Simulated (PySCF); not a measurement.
A GIAO shielding run with PySCF (density fitting, non-relativistic, gas phase) on `Cl[SiH2]SCC1C=C1`, C₄H₇ClSSi:

```
$ OMP_NUM_THREADS=1 python probes_run.py task.json out

{"job": {"kind": "nmr", "xc": "PBE0", "basis": "pcSseg-1"}, "charge": 0, "multiplicity": 1}
Cl     2.173180    -1.433201    -0.824685
Si     2.724363     0.171738     0.265625
S      1.056758     1.029734     1.302281
C     -0.261572    -0.258400     1.205971
C     -1.067524    -0.143642    -0.060168
C     -2.144375     0.894961    -0.177927
C     -2.557841    -0.325171    -0.018409
H      3.692703    -0.290982     1.249348
H      3.237166     1.203694    -0.616594
H      0.217566    -1.231687     1.296359
H     -0.884364    -0.076337     2.080991
H     -0.518400    -0.435340    -0.951902
H     -2.331263     1.932384    -0.300179
H     -3.337074    -1.038224     0.087174
```

Hardware: 1 thread of an Arm Neoverse V1, shared host. The job also computes population analyses, field gradients, ring-centre shieldings.

Problem. How large is the calculation?

Solution. 78 electrons, 175 basis functions and 977 auxiliary functions.

Problem. How long does it take, and how much memory does it need?

Solution. 40 s of wall time, with 14 SCF cycles and 5 response iterations; peak memory 0.8 GiB. Times on a shared host scatter by some tens of per cent.
